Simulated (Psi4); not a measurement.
C$_{2}$H$_{5}$In, singlet, geometry from GFN2-xTB (such geometries of metal compounds can be far from the true shape) (core potentials on In); HF/def2-TZVPD (Psi4 1.11).

The Psi4 input:
```
memory 2 GB

molecule {
0 1
In   -0.05801326    0.09361579    0.57313854
H    -1.56792011    0.94230300    0.74845302
H     0.81116468   -0.22418563    2.05743784
C     0.62648243   -0.49895705   -1.43587364
C    -0.13089522   -0.19477956   -2.47622098
H     1.56528100   -1.02939186   -1.57046111
H     0.13086998   -0.44858906   -3.49701294
H    -1.07026897    0.33510924   -2.34963749
}

set {
  basis def2-tzvpd
}

energy('scf')
print_variables()
```

The log (banner, timings and long lists left out):

```
   => Loading Basis Set <=

    Name: DEF2-TZVPD
    Role: ORBITAL
    Keyword: BASIS

    !!!  WARNING: ECP capability is in beta. Please check occupations closely.  !!!

         ---------------------------------------------------------
                                   SCF
               by Justin Turney, Rob Parrish, Andy Simmonett
                          and Daniel G. A. Smith
                              RHF Reference
         ---------------------------------------------------------

  ==> Geometry <==

    Molecular point group: c1
    Full point group: C1

    Geometry (in Angstrom), charge = 0, multiplicity = 1:

       Center              X                  Y                   Z               Mass
    ------------   -----------------  -----------------  -----------------  -----------------
         IN          -0.052102590083     0.079694307297     0.474047914812   114.903878776000
         H           -1.562009440083     0.928381517297     0.649362394812     1.007825032230
         H            0.817075349917    -0.238107112703     1.958347214812     1.007825032230
         C            0.632393099917    -0.512878532703    -1.534964265188    12.000000000000
         C           -0.124984550083    -0.208701042703    -2.575311605188    12.000000000000
         H            1.571191669917    -1.043313342703    -1.669551735188     1.007825032230
         H            0.136780649917    -0.462510542703    -3.596103565188     1.007825032230
         H           -1.064358300083     0.321187757297    -2.448728115188     1.007825032230

  Running in c1 symmetry.

  Rotational constants: A =      1.15745  B =      0.10271  C =      0.09434 [cm^-1]
  Rotational constants: A =  34699.52265  B =   3079.27283  C =   2828.28756 [MHz]
  Nuclear repulsion =  107.532843472576516

  Charge       = 0
  Multiplicity = 1
  Electrons    = 38
  Nalpha       = 19
  Nbeta        = 19

  ==> Algorithm <==

  SCF Algorithm Type is DF.
  DIIS enabled.
  MOM disabled.
  Fractional occupation disabled.
  Guess Type is SAD.
  Energy threshold   = 1.00e-06
  Density threshold  = 1.00e-06
  Integral threshold = 1.00e-12

  ==> Primary Basis <==

  Basis Set: DEF2-TZVPD
    Blend: DEF2-TZVPD
    Number of shells: 69
    Number of basis functions: 175
    Number of Cartesian functions: 197
    Spherical Harmonics?: true
    Max angular momentum: 3

  Core potential: DEF2-TZVPD
    Number of shells: 4
    Number of ECP primitives: 18
    Number of ECP core electrons: 28
[...]

   @DF-RHF iter SAD:  -266.25491590010148   -2.66255e+02   0.00000e+00
   @DF-RHF iter   1:  -267.66508054219241   -1.41016e+00   3.15168e-03 DIIS/ADIIS
   @DF-RHF iter   2:  -267.78323233187751   -1.18152e-01   1.66754e-03 DIIS/ADIIS
   @DF-RHF iter   3:  -267.82119328471049   -3.79610e-02   2.12102e-04 DIIS/ADIIS
   @DF-RHF iter   4:  -267.82213162747536   -9.38343e-04   8.80008e-05 DIIS
   @DF-RHF iter   5:  -267.82227575265529   -1.44125e-04   1.48376e-05 DIIS
   @DF-RHF iter   6:  -267.82228342340903   -7.67075e-06   5.05763e-06 DIIS
   @DF-RHF iter   7:  -267.82228407991960   -6.56511e-07   1.39073e-06 DIIS
   @DF-RHF iter   8:  -267.82228416584684   -8.59272e-08   5.08259e-07 DIIS
  Energy and wave function converged.

  ==> Post-Iterations <==

    Orbital Energies [Eh]
    ---------------------

    Doubly Occupied:

[...]
      19A     -0.379775

    Virtual:

[...]
    Final Occupation by Irrep:
              A
    DOCC [    19 ]
    NA   [    19 ]
    NB   [    19 ]

  @DF-RHF Final Energy:  -267.82228416584684

   => Energetics <=

    Nuclear Repulsion Energy =            107.5328434725765163
    One-Electron Energy =                -653.7256668146576430
    Two-Electron Energy =                 278.3705391762343311
    Total Energy =                       -267.8222841658468383

Computation Completed

Properties will be evaluated at   0.000000,   0.000000,   0.000000 [a0]

Properties computed using the SCF density matrix

 Multipole Moments:

 ------------------------------------------------------------------------------------
     Multipole            Electronic (a.u.)      Nuclear  (a.u.)        Total (a.u.)
 ------------------------------------------------------------------------------------

 L = 1.  Multiply by 2.5417464519 to convert [e a0] to [Debye]
 Dipole X            :         -3.3951782            3.4940598            0.0988816
 Dipole Y            :          5.8703502           -5.9531262           -0.0827760
 Dipole Z            :         37.1777717          -37.4417538           -0.2639821
 Magnitude           :                                                    0.2937958

 ------------------------------------------------------------------------------------

  Variable Map:
  ----------------------------------------------------------------------------
[...]
  Array Variable Map:
  ----------------------------------------------------------------------------
[...]
[...]
```
